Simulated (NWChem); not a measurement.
System: MgSi2H6; SMILES [SiH3][Mg][SiH3]

NWChem input:

```
start job
memory heap 200 mb stack 900 mb global 1100 mb
geometry units angstroms noautosym nocenter noautoz
  Mg    -0.000076     0.000017     0.000848
  Si    -0.002003     2.589234     0.001498
  H     -1.348007     3.172393     0.329593
  H      0.385678     3.176029    -1.326904
  H      0.953295     3.175947     1.002716
  Si    -0.002034    -2.589200     0.001494
  H      0.653022    -3.176390    -1.217241
  H     -1.386789    -3.172434     0.043232
  H      0.724666    -3.175437     1.179473
end
basis spherical
  * library def2-svpd
end
dft
  xc xcamb88 1.00 lyp 0.81 vwn_5 0.19 hfexch 1.00
  cam 0.33 cam_alpha 0.19 cam_beta 0.46
  iterations 150
end
tddft
  cis
  nroots 6
  notriplet
end
task tddft energy
```

Geometry: optimised at PBE0/def2-SVP.

Vertical excitations in the gas phase.

Give the results of this calculation. (CAM-B3LYP/def2-SVPD, TDA.) Quantities: lowest excitation, singlet (eV); oscillator strength of that lowest state; lowest state with f > 0.02, singlet (eV); oscillator strength of that bright state; orbital gap (eV).

The lowest excitation, singlet (eV) is 4.20, the oscillator strength of that lowest state comes out as 0.000 and the lowest state with f > 0.02, singlet (eV) comes out as 5.39. The oscillator strength of that bright state comes out as 0.942 and the orbital gap (eV) is 7.19.
